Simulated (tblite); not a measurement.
Compound: C₃H₄F₃GeN₂P.
Bonds: F1–C2, C2–F3, C2–F4, C2–C5, C5–N6 (aromatic), N6–N7 (aromatic), N7–Ge8, N7–C9 (aromatic), C9–P10 (aromatic), C5–P10 (aromatic). Hydrogens: H11, H12, H13 on Ge8; H14 on C9.

Computed with GFN2-xTB (tblite), gas phase: L-BFGS steps from a force-field or distance-geometry start until the largest atomic force falls under 0.01 eV/Å.

Step 66: E = -896.6178 eV
```
atom  x, y, z in Å  |  force x, y, z in eV/Å
F1      3.5171    0.4944    0.4446   -0.057  -0.030  -0.018
C2      2.5729   -0.3609    0.0134   -0.001  -0.009  -0.023
F3      2.6355   -1.4420    0.8008    0.009   0.045   0.013
F4      2.9672   -0.7649   -1.2114    0.008   0.020   0.017
C5      1.2295    0.2764   -0.0147    0.004   0.002   0.022
N6      0.1529   -0.4662    0.1132    0.004  -0.013  -0.040
N7     -0.9355    0.2748    0.0348    0.003  -0.013   0.019
Ge8    -2.4576   -0.7982    0.1056    0.007   0.017  -0.006
C9     -0.7242    1.5868   -0.1544    0.007  -0.024  -0.017
P10     0.9475    2.0009   -0.2489    0.001  -0.007   0.009
H11    -2.0928   -1.8784    1.0530    0.006   0.018   0.005
H12    -3.5471    0.1161    0.5674   -0.017  -0.010  -0.004
H13    -2.6859   -1.2755   -1.2903   -0.004   0.002   0.005
H14    -1.5802    2.2360   -0.2352    0.029   0.001   0.017
```

Step 67: E = -896.6181 eV
```
atom  x, y, z in Å  |  force x, y, z in eV/Å
F1      3.5186    0.4975    0.4292   -0.045  -0.026  -0.012
C2      2.5722   -0.3618    0.0110    0.014  -0.004  -0.019
F3      2.6399   -1.4360    0.8077    0.000   0.051   0.011
F4      2.9606   -0.7771   -1.2119   -0.003   0.022   0.015
C5      1.2298    0.2775   -0.0139   -0.007  -0.023   0.021
N6      0.1531   -0.4652    0.1133   -0.004  -0.031  -0.034
N7     -0.9356    0.2753    0.0389    0.008  -0.007   0.013
Ge8    -2.4574   -0.7985    0.1038    0.011   0.015  -0.013
C9     -0.7249    1.5877   -0.1479    0.016  -0.013  -0.017
P10     0.9473    2.0019   -0.2425   -0.009   0.010   0.004
H11    -2.0986   -1.8774    1.0551    0.007   0.019   0.006
H12    -3.5502    0.1161    0.5565   -0.017  -0.009  -0.003
H13    -2.6745   -1.2777   -1.2933   -0.007   0.000   0.007
H14    -1.5810    2.2372   -0.2280    0.036  -0.004   0.021
```

Step 68: E = -896.6186 eV
```
atom  x, y, z in Å  |  force x, y, z in eV/Å
F1      3.5232    0.5018    0.3952   -0.033  -0.019  -0.007
C2      2.5702   -0.3635    0.0060    0.038   0.003  -0.007
F3      2.6478   -1.4223    0.8230   -0.008   0.056  -0.001
F4      2.9430   -0.8029   -1.2134   -0.023   0.025   0.025
C5      1.2298    0.2799   -0.0102   -0.015  -0.053   0.003
N6      0.1529   -0.4633    0.1141   -0.012  -0.045  -0.018
N7     -0.9360    0.2774    0.0477    0.011  -0.001  -0.005
Ge8    -2.4558   -0.7992    0.0989    0.007   0.008  -0.019
C9     -0.7257    1.5903   -0.1345    0.026   0.001  -0.012
P10     0.9470    2.0048   -0.2286   -0.015   0.021  -0.001
H11    -2.1086   -1.8744    1.0591    0.008   0.021   0.006
H12    -3.5574    0.1141    0.5328   -0.014  -0.009  -0.003
H13    -2.6496   -1.2841   -1.2996   -0.011  -0.001   0.011
H14    -1.5814    2.2407   -0.2125    0.039  -0.008   0.028
```

**Question.** Estimate the geometry and energy of step 69. (The exact step hangs on the optimiser's Hessian estimate; all steps are aligned on step 68, rigid shifts and turns removed.)

**Answer.** E = -896.6192 eV, largest force 0.068 eV/Å
```
atom  x, y, z in Å  |  force x, y, z in eV/Å
F1      3.5257    0.5051    0.3642    0.002   0.016   0.008
C2      2.5682   -0.3649    0.0012    0.033   0.014   0.013
F3      2.6553   -1.4087    0.8364   -0.013   0.033   0.003
F4      2.9275   -0.8252   -1.2136   -0.036   0.015   0.006
C5      1.2291    0.2809   -0.0065   -0.017  -0.061  -0.024
N6      0.1521   -0.4627    0.1137   -0.016  -0.040   0.000
N7     -0.9364    0.2792    0.0551    0.009   0.003  -0.026
Ge8    -2.4541   -0.7993    0.0944   -0.002  -0.001  -0.016
C9     -0.7257    1.5924   -0.1230    0.028   0.012  -0.001
P10     0.9467    2.0073   -0.2153   -0.005   0.012  -0.004
H11    -2.1168   -1.8705    1.0626    0.008   0.021   0.007
H12    -3.5644    0.1113    0.5117   -0.009  -0.007  -0.003
H13    -2.6275   -1.2895   -1.3044   -0.015  -0.006   0.005
H14    -1.5805    2.2441   -0.1985    0.033  -0.009   0.032
```

The energy changes by -0.0005 eV. The first-order estimate −F·Δx gives -0.0008 eV and the mean of the old and new forces, exact on a quadratic surface, -0.0005 eV. The step makes an angle of 85° with the force vector and moves no atom by more than 0.031 Å.
